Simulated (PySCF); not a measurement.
Ionising AlTl

UHF-CCSD(T); PySCF, scalar-relativistic core potentials, basis sets Al cc-pV(D+d)Z, Tl cc-pVDZ-PP with ECP60. Neutral (UHF): triplet (σ ↑, π ↑), Re = 2.946 Å, ωe = 183 cm⁻¹, De = 1.08 eV.

AlTl⁺ (UHF): doublet (σ ↑), Re = 3.472 Å, ωe = 112 cm⁻¹. The energies at the minima are -413.54137 hartree for AlTl and -413.34405 for AlTl⁺.

Question: Work out the adiabatic ionisation energy, without and with harmonic zero-point energies (1 hartree = 27.2114 eV, 1 eV = 8065.5 cm⁻¹), and the change of the bond length.

Answer: At UHF-CCSD(T): 0.19732 hartree = 5.369 eV between the minima; the zero-point term (112.0 − 183.0)/2 cm⁻¹ = -0.004 eV makes it 5.365 eV. Re changes by +52.6 pm against the neutral. The electron leaves a π orbital, and the longer bond of the ion fits a bonding orbital, or a change in how ionic the bond is.

Correlated steps freeze 9 core orbitals. Correlated levels converge slowly with the basis: in double zeta they bind strong bonds too weakly, by up to about 1 eV, and carry superposition errors of some tenths. Spin–orbit coupling is left out, which matters for elements this heavy, above all for dissociation energies. States were picked by a PBE0 search and need not be the measured ground states.
